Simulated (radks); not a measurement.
The numbers below are computed, except where a source is named.
Effect of the nuclear size on neutral dysprosium, [Xe] 4f10 6s2. Code: a radial shooting solver on a logarithmic mesh with Libxc functionals. Model: Dirac Kohn-Sham, relativistic LDA (MacDonald-Vosko exchange, VWN5 correlation), spin-unpolarised, spherical densities, finite nucleus; open shells fill j = l - 1/2 first; Fermi nuclear charge, rms radius 5.2218 fm. The rms radius is varied about that value; shifts are against it.

| rms radius (fm) | total energy shift (eV) | density at nucleus (e/bohr^3) | 1s1/2 shift (meV) | 2s1/2 shift (meV) | 5s1/2 shift (meV) | 5p1/2 shift (meV) | 6s1/2 shift (meV) | 4f7/2 shift (meV) | 6p1/2 (empty) shift (meV) |
|---|---|---|---|---|---|---|---|---|---|
| 4.4281 | -7.29 | 7.638e+05 | -2980 | -391 | -2.95 | 0.346 | -0.122 | 0.567 | 0.110 |
| 4.9503 | -2.59 | 7.41e+05 | -1060 | -139 | -1.05 | 0.123 | -0.043 | 0.202 | 0.039 |
| 5.2218 | 0 | 7.304e+05 | 0.000 | 0.000 | 0.000 | 0.000 | 0.000 | 0.000 | 0.000 |
| 5.4098 | 1.86 | 7.234e+05 | 758 | 99.4 | 0.750 | -0.088 | 0.031 | -0.144 | -0.028 |
| 5.9529 | 7.48 | 7.048e+05 | 3060 | 401 | 3.02 | -0.355 | 0.125 | -0.582 | -0.113 |

Slopes of the eigenvalues against <r^2> in GHz/fm^2, as finite differences over the two radii next to the reference (eigenvalue slopes, not the field-shift constants of lines): 1s1/2 92300, 2s1/2 12100, 5s1/2 91.4, 5p1/2 -10.7, 6s1/2 3.77, 4f7/2 -17.6, 6p1/2 (empty) -3.42.
